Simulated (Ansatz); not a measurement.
Reactions of `C[SiH]1BC1Br`.

Program: Ansatz. Geometries: PBE0-D4/def2-TZVP. ΔE: electronic, gas phase. CBS: MP2 limit from def2 TZ/QZ plus the TZ coupled-cluster correction, frozen cores. This one scheme is used for every species, atoms too. No spin–orbit coupling; open shells (•) take unrestricted orbitals. Spin–orbit coupling would lower the free atoms: a little for B, C, Si; clearly for Br. Bonds to Br are less sure, by a few kJ/mol each and by 10 to 20 or more in all where they break to atoms, as the def2 sets lack core-valence functions. Scalar relativity is left out up to krypton. One conformer a species, not always the lowest.

(1) Order these by ΔE at CCSD(T)/CBS, lowest first. (An estimate is asked.)
A. `C[Si@H]1B[C@@H]1Br` → B• + Br• + 2 C• + 6 H• + Si•
B. `C[Si@H]1B[C@@H]1Br` + `N=CC=O` → `BrC1B[SiH2]1` + `CC(=N)C=O`
C. `C[Si@H]1B[C@@H]1Br` + `O[SiH2]CS` → `CO[SiH2]CS` + `BrC1B[SiH2]1`
D. `C[Si@H]1B[C@@H]1Br` + `[NH2][AlH][NH2]` → `C[NH][AlH][NH2]` + `BrC1B[SiH2]1`
E. `C[Si@H]1B[C@@H]1Br` → `B[C@H]1[SiH2][C@@H]1Br`
F. `C[Si@H]1B[C@@H]1Br` → `BrC1B[SiH2]1` + `[CH2]` (triplet)
G. `C[Si@H]1B[C@@H]1Br` → `C[Si]1(Br)BC1`

Largest T1 diagnostic: 0.015, for `N=CC=O`.

## Answers

(1) G (-158.0 kJ/mol), E (-20.8 kJ/mol), B (+17.9 kJ/mol), D (+89.1 kJ/mol), C (+102.5 kJ/mol), F (+479.3 kJ/mol), A (+3807.4 kJ/mol).
